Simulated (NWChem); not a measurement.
C2H5B; SMILES BC=C

```xyz
8

B      0.2018     1.3517     0.0001
H      1.4123     1.4019    -0.0051
H     -0.4305     2.3831     0.0069
C     -0.4888    -0.0269    -0.0011
C      0.2355    -1.1624     0.0005
H     -1.5822    -0.1197    -0.0012
H     -0.2196    -2.1601     0.0020
H      1.3310    -1.1282     0.0006
```
Atoms are numbered in this order, from 1.

Program: NWChem. Pople sets run with spherical d functions. Coordinates come from a PBE0/def2-SVP optimisation. Total energies compare along this basis series because the functional is fixed.

```
level            basis functions  energy (Ha)  highest occupied level (eV)  orbital gap (eV)  dipole (D)
---------------  ---------------  -----------  ---------------------------  ----------------  ----------
TPSS/STO-3G                   20    -102.8011                        -5.73              5.21        1.28
TPSS/3-21G                    37    -103.4744                        -7.33              4.64        1.53
TPSS/6-31G*                   52    -104.0445                            ?              4.56        1.47
TPSS/6-31+G*                  64    -104.0492                        -7.35              4.51        1.43
TPSS/6-311G**                 84    -104.0732                        -7.36              4.53        1.43
TPSS/6-311++G**              101    -104.0742                        -7.41              4.51        1.39
```

Q: Fill in the missing entries.

A: 
- TPSS/6-31G*, highest occupied level (eV): -7.13
